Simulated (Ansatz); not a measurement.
`CS[SiH](N)[SiH3]` + `[OH][Sn]([F])([F])[F]` → `C[O][Sn]([F])([F])[F]` + `N[SiH]([SiH3])S`  (substitution at a C–S bond)

Computed with Ansatz on PBE0-D4/def2-TZVP structures; ΔE is electronic, products minus reactants. CCSD(T)/CBS adds triple-zeta CCSD(T) − MP2 to the extrapolated MP2 energy (def2 sets, frozen cores). Functionals use def2-TZVPP. B3LYP here is the variant with VWN-RPA as its local correlation; programs differ in this. Elements past krypton have def2 core potentials. For Sn outer-core shells are correlated without core-valence functions, which leaves a few kJ/mol of doubt a bond. Each species was taken in one conformer, which may not be the lowest.

| level | ΔE (kcal/mol) | difference from CCSD(T)/CBS |
| --- | --- | --- |
| PBE-D4 | 11.8 | 0.0 |
| r2SCAN-D4 | 11.5 | -0.3 |
| ωB97M-V | 11.7 | -0.1 |
| PBE | 11.1 | -0.7 |
| r2SCAN | 11.2 | -0.6 |
| B3LYP | 9.4 | -2.4 |
| MP2/def2-TZVPP | 12.7 | 0.9 |
| MP2/def2-QZVPP | 13.2 | 1.4 |
| SCS-MP2/def2-QZVPP | 11.6 | -0.2 |
| CCSD/CBS(def2) | 11.3 | -0.5 |
| CCSD(T)/CBS | 11.8 | 0 |

Largest T1 diagnostic among the species: 0.015.

The D4 term adds +1.2 kcal/mol with B3LYP and +0.7 kcal/mol with PBE0; it sums over pairs of atoms, weighted by their polarisabilities, and B3LYP, whose exchange is more repulsive, gets the larger term. In def2-TZVPP, CCSD(T) changes the Hartree–Fock value by +3.0 kcal/mol (the triples alone add +0.5 kcal/mol) and MP2 by +4.8 kcal/mol.
